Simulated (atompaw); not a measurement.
# An all-electron radial function and its pseudo partner (Ga (Z = 31))

Columns: radius, all-electron u(r) and pseudo u(r) of the 4p shell (level -2.58 eV) of gallium in the configuration [Ne] 3s2 3p6 3d10 4s2 4p1; PBE, scalar-relativistic, PAW (atompaw) scheme, atompaw 4.2.0.5.

| r (bohr) | all-electron | pseudo |
| --- | --- | --- |
| 0.044 | 0.0590 | -0.0018 |
| 0.088 | 0.1147 | -0.0070 |
| 0.133 | 0.1174 | -0.0156 |
| 0.177 | 0.0784 | -0.0266 |
| 0.221 | 0.0189 | -0.0397 |
| 0.265 | -0.0447 | -0.0540 |
| 0.310 | -0.1033 | -0.0690 |
| 0.354 | -0.1490 | -0.0830 |
| 0.398 | -0.1811 | -0.0955 |
| 0.442 | -0.2000 | -0.1056 |
| 0.487 | -0.2066 | -0.1127 |
| 0.531 | -0.2027 | -0.1157 |
| 0.575 | -0.1902 | -0.1144 |
| 0.619 | -0.1710 | -0.1084 |
| 0.663 | -0.1467 | -0.0976 |
| 0.708 | -0.1180 | -0.0819 |
| 0.752 | -0.0873 | -0.0621 |
| 0.796 | -0.0550 | -0.0386 |
| 0.840 | -0.0218 | -0.0120 |
| 0.885 | 0.0125 | 0.0177 |
| 0.929 | 0.0458 | 0.0483 |
| 0.973 | 0.0787 | 0.0797 |
| 1.017 | 0.1108 | 0.1111 |
| 1.062 | 0.1427 | 0.1428 |
| 1.106 | 0.1727 | 0.1727 |
| 1.150 | 0.2016 | 0.2016 |

Task: How many radial nodes do the two functions have?

Result: The all-electron 4p function has n − l − 1 = 2; the pseudo-wave has 1, since 1 lower shell of the same l stays in the valence.

Task: Is the pseudo-wave norm-conserving?

Result: No, it belongs to a PAW set: the norm inside the radius is not constrained, and the difference is carried by the augmentation charge.
